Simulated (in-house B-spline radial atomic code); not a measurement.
**RPA and G0W0 on BHandHLYP: Ta VI (Ta5+)**

Configuration [Xe] 4f14, mean-field start BHandHLYP. Computed with a B-spline radial code for spherical atoms: all electrons, scalar-relativistic (spin-free one-electron X2C), finite nucleus, each spin shell either full or empty, empty states to l = 9 with an (l + 1/2)⁻⁴ tail; G0W0 by contour deformation at full frequency.

Without the two-electron picture change, the correlation of inner shells comes somewhat too large for so heavy an element.

Command:
```bash
python run_gw.py task.json out
```
Settings (radii: box in bohr, nucleus in fm):
```
Z                        73
electrons                68
configuration            [Xe] 4f14
hamiltonian              x2c
method                   bhandhlyp
lmax                     9
rms_radius               5.3507
spin_polarised           False
box_radius               10.43
intervals                66
```

Run time, properties included: 3.1 s on 1 thread of Arm Neoverse V2, on a shared host.

Energies (hartree):

```csv
term,value
mean-field total,-15600.39637
Hartree-Fock functional on these orbitals,-15595.53800
direct second order,-7.0623
second-order exchange,1.7536
SOSEX correction,1.637
```

**Question.** What is the RPA correlation energy, and what remains with SOSEX?

**Answer.** RPA gives -6.1113 hartree (-2.45 eV per electron); RPA + SOSEX gives -4.4742, and the second-order doubles -5.3087 hartree (no singles). RPA lacks exchange-type terms and so overcorrelates at short range.

Quasi-particle levels (eV):

| level | occupied | mean field | Σx - vxc | Σc | QP weight | G0W0 |
| --- | --- | --- | --- | --- | --- | --- |
| 4f | yes | -90.61 | -8.35 | ? | ? | ? |
| 5p | yes | -99.75 | -3.83 | -0.79 | 0.967 | -104.37 |
| 5d | no | -50.79 | 4.35 | -1.63 | 0.979 | -48.07 |

G0W0 = mean field + (Σx - vxc) + Σc, with Σc (partial-wave tail included) taken at the quasi-particle energy. Only the outer levels were computed. Levels of low weight are left out.

**Question.** Where does G0W0 put 4f?

**Answer.** At -95.17 eV, with Σc = 3.79 eV and a quasi-particle weight of 0.944. The tabulated removal energy is 94.01 ± 0.05 eV (NIST, semi-empirical); the calculation leaves out spin-orbit coupling, Breit and QED terms, and what these don't explain is the method's own error.
